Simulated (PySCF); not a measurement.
A small calculation by hand: oscillator strength and radiative lifetime

Ti(F)3(NH2) (F3H2NTi), SMILES [NH2][Ti]([F])([F])[F], multiplicity 1.

Coordinates come from a PBE-D3(BJ)/def2-SVP optimisation. The multiplicity is an assumed one; no other spin state was optimised. The structure was generated by enumeration; whether it is a known compound was not checked. Other conformers were not sampled.

TDDFT-PBE0/def2-SVPD (PySCF) puts the first singlet state with f over 0.02 at 4.85 eV (vertical), with the transition dipole (0.525, -0.043, 0.000) in atomic units.

Task: Find the oscillator strength, the wavelength and the radiative lifetime that this transition would have in vacuum if emission retraced absorption.

Result: 
|μ|² = 0.2775 au, so |μ| = 1.34 D. ΔE = 4.85/27.211 = 0.1782 hartree. f = (2/3) ΔE |μ|² = 0.033 (the program prints 0.033).
λ = 1239.84/4.85 = 256 nm; ν = 39118 cm⁻¹.
Einstein's coefficient A = 0.6670 ν² f s⁻¹ (ν in cm⁻¹) = 3.4e7 s⁻¹, so τ = 1/A = 30 ns. This state is S2; the lower singlet has f = 0.000. The figure is the radiative limit of this one transition; relaxation, internal conversion, crossing to triplets and a medium change what is measured.
